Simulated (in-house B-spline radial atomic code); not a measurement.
## Cr5+: [Ar] 6s1 (an excited or competing configuration)

Computed with a B-spline radial code for spherical atoms: Dirac-Hartree-Fock, average of configuration, Fermi nucleus of rms radius 3.6452 fm.

Z_r = [3n² - l(l+1)]/(2<r>); Z_e = n√(-2ε); the last column is Slater's effective charge. Values are occupation-weighted means over j.

| shell | electrons | ε (eV) | <r> (bohr) | Z_r | Z_e | Slater |
| --- | --- | --- | --- | --- | --- | --- |
| 1s | 2 | -6154.6 | 0.06352 | 23.61 | 21.27 | 23.70 |
| 2s | 2 | -837.3 | 0.2906 | 20.64 | 15.69 | 19.85 |
| 2p | 6 | -718.06 | 0.2584 | 19.35 | 14.53 | 19.85 |
| 3s | 2 | -192.51 | 0.8455 | 15.97 | 11.28 | 12.75 |
| 3p | 6 | -154.82 | 0.8767 | 14.26 | 10.12 | 12.75 |
| 6s | 1 | -20.754 | 5.933 | 9.10 | 7.41 | 6.00 |

The least bound orbital is 6s1/2 at -20.75 eV, and it is also the most diffuse (<r> = 5.933 bohr).

Spin-orbit splittings of the orbital energies (j = l + 1/2 above j = l - 1/2 when positive): 2p 8.796 eV, 3p 1.293 eV.

For the 1s electron the small component carries 0.742 % of the norm, the zero-frequency Breit interaction raises the level by 6.504 eV, self-energy by 3.13 eV, and vacuum polarisation lowers it by 0.2551 eV.
